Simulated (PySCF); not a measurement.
Work out the structure from these simulated measurements.

Elements present: C, H, S and Si. Monoisotopic mass: 134.0585 u.

* NMR, other nuclei: isotropic shieldings of nuclei other than C and H, by class: 400 (1 Si), 708 (1 S) ppm [GIAO PBE0/pcSseg-1]
* UV, first state: lowest singlet excitation: 5.45 eV (227 nm, f = 0.006) [TDDFT B3LYP/def2-SVPD]
* 13C NMR: chemical shifts (computed TMS as zero) by class: 49.1 (1 C), 32.6 (1 C), 30.2 (3 C) ppm [GIAO PBE0/pcSseg-1]
* Valence photoelectron: vertical ionisation energy: 8.80 eV [ΔSCF B3LYP/def2-SVPD]
* Polarisability: 113.9 au [B3LYP/def2-SVPD]
* Triplet: lowest triplet excitation (Tamm–Dancoff): 5.14 eV [TDA B3LYP/def2-SVPD]
* Dipole: 1.47 D [B3LYP/def2-SVPD]
* UV, strongest line: among the 10 lowest singlet transitions: S9 at 7.44 eV (167 nm, f = 0.088) [TDDFT B3LYP/def2-SVPD]
* Rotational structure: rotational constants A, B, C: 3.486, 0.842, 0.808 GHz [PBE0-D3(BJ)/def2-SVP]
* 1H NMR: chemical shifts (computed TMS as zero) by class: 4.58 (3 H), 2.13 (2 H), 1.04 (9 H) ppm [GIAO PBE0/pcSseg-1]

The electronic properties come from PySCF, for the isolated species, density fitting. Levels stand in brackets. The structure is a single PBE0-D3(BJ)/def2-SVP conformer in the gas phase; no vibrational or solvent corrections. Each NMR value is the plain mean over a class of atoms that symmetry, rotation or inversion makes alike.

**Question.** Which formula fits the mass and the elements?

**Answer.** C5H14SSi (calculated 134.0585). No other formula that holds each of these elements comes within 0.0003 u with a fitting electron parity and a possible valence count.

**Question.** Give a SMILES that accounts for the data.

**Answer.** Numbering: `[CH3:1][C:2]([CH3:3])([CH3:4])[CH2:5][S:6][SiH3:7]`. Its formula, C5H14SSi, gives 0 degrees of unsaturation, so no ring and no π bond. 5 carbons fall into 3 classes; from least to most shielded: sp3 carbon bound to sulfur [C5] (49.1 ppm), quaternary sp3 carbon [C2] (32.6 ppm), methyl carbon [C1/C3/C4] (30.2 ppm, 3 C, up to 4.7 ppm apart in this geometry). Hydrogen classes from least to most shielded: 3 H on an SiH3 silicon, Si7 (4.58 ppm), 2 H on an sp3 carbon bound to sulfur, C5 (2.13 ppm), 9 H on 3 methyl carbons, C1/C3/C4 (1.04 ppm, a mean of values up to 1.1 ppm apart in this geometry). The other shieldings belong to: 400 ppm, SiH3 silicon [Si7]; 708 ppm, sulfur bonded to C and Si [S6]. The first electron is taken from the HOMO, whose largest Löwdin shares are 0.69 on the sulfur bonded to C and Si, 0.10 on the SiH3 silicon and 0.10 on the sp3 carbon bound to sulfur. By its constants the optimised geometry is an asymmetric top. Structure: `CC(C)(C)CS[SiH3]`. Computed isomers that give other values at the same levels: `CC[C@H](C)S[SiH2]C` (13C chemical shifts (computed TMS as zero) by class: 47.9 (1 C), 35.5 (1 C), 27.6 (1 C), 14.7 (1 C), -5.8 (1 C) ppm); `CC(C)CCS[SiH3]` (13C chemical shifts (computed TMS as zero) by class: 43.9 (1 C), 33.6 (1 C), 30.4 (1 C), 23.6 (2 C) ppm); `CS[SiH2]C(C)(C)C` (13C chemical shifts (computed TMS as zero) by class: 28.4 (3 C), 18.8 (1 C), 13.7 (1 C) ppm). The assignments are read from this structure; whether some other isomer fits the data as well wasn't checked.

Conformer computed: `[CH3:1][C:2]([CH3:3])([CH3:4])[CH2:5][S:6][SiH3:7]`: C1–C2–C5–S6 -61°, C2–C5–S6–Si7 -177°.
